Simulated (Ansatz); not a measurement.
Cost and result for the atomization energy of F3GeHSe (`[F][Ge]([F])([F])[SeH]`) (6 atoms, 5 bonds).

The species carries charge 0 and has multiplicity 1. Correlated methods include outer-core shells of Ge, Se, which these sets cover unevenly. Scalar relativity is left out up to krypton. The structure was optimised at the PBE0-D4/def2-TZVP level. It is one conformer, not always the lowest. Program: Ansatz. All runs use 4 threads of an Arm Neoverse V2 on a shared host. Times are those of one run each, without the atoms' runs, and a repeat can differ threefold. Electronic energies, without spin–orbit coupling; frozen cores. CCSD(T)/CBS adds CCSD(T) − MP2 in def2-TZVPP to the MP2 limit, and its time is that of the two runs behind it. T1 = 0.012. With those shells the extrapolation isn't a true limit. HSE06 is the plane-wave form, built on full-range PBE exchange.

CCSD(T)/CBS is a level of theory with its own doubt, some kJ/mol a heavy atom from the limit and from the frozen cores, so smaller differences don't rank the functionals.

| level | functions | wall time |
| --- | --- | --- |
| BLYP-D4/def2-TZVPP | 203 | 1.6 s |
| revPBE-D4/def2-TZVPP | 203 | 1.8 s |
| PBE-D4/def2-TZVPP (with forces) | 203 | 2.1 s |
| CAM-B3LYP-D4/def2-TZVPP | 203 | 3.2 s |
| HSE06-D4/def2-TZVPP | 203 | 3.2 s |
| B2PLYP/def2-TZVPP | 203 | 4.9 s |
| PBE-QIDH/def2-TZVPP | 203 | 5.5 s |
| B97M-V/def2-TZVPP | 203 | 7 s |
| CCSD(T)/def2-SVP | 111 | 10 s |
| ωB97M-V/def2-TZVPP (with forces) | 203 | 11 s |
| MP2/def2-QZVPP | 379 | 18 s |
| CCSD(T)/def2-TZVPP | 203 | 2.9 min |
| CCSD(T)/CBS(def2) | – | 3.2 min |

Problem. What atomization energy does each give, and how far from CCSD(T)/CBS? (Best estimate.)

Solution. The calculation gave: 
```csv
level,atomization (kcal/mol),difference from CCSD(T)/CBS,per bond
BLYP-D4/def2-TZVPP,482.8,-6.6,-1.3
revPBE-D4/def2-TZVPP,476.8,-12.6,-2.5
PBE-D4/def2-TZVPP (with forces),496.4,7.0,1.4
CAM-B3LYP-D4/def2-TZVPP,482.5,-6.9,-1.4
HSE06-D4/def2-TZVPP,477.0,-12.4,-2.5
B2PLYP/def2-TZVPP,477.5,-11.9,-2.4
PBE-QIDH/def2-TZVPP,478.5,-10.9,-2.2
B97M-V/def2-TZVPP,487.2,-2.2,-0.4
CCSD(T)/def2-SVP,445.0,-44.4,-8.9
ωB97M-V/def2-TZVPP (with forces),480.2,-9.2,-1.8
MP2/def2-QZVPP,507.1,17.7,3.6
CCSD(T)/def2-TZVPP,475.4,-14.0,-2.8
CCSD(T)/CBS(def2),489.4,0.0,0.0
```

From BLYP to BHLYP (50 % exact exchange), in def2-TZVPP and without D4, the atomization energy moves by −28.2 kcal/mol: exact exchange takes away binding that semilocal exchange gives to molecules. In def2-TZVPP, CCSD(T) changes the Hartree–Fock value by +149.2 kcal/mol (the triples alone add +11.6 kcal/mol) and MP2 by +172.4 kcal/mol; breaking electron pairs costs correlation energy, which Hartree–Fock lacks. The D4 term adds +5.7 kcal/mol with B3LYP and +2.9 kcal/mol with PBE0; it sums over pairs of atoms, weighted by their polarisabilities, and B3LYP, whose exchange is more repulsive, gets the larger term.

B3LYP here is the variant with VWN-RPA as its local correlation; programs differ in this.
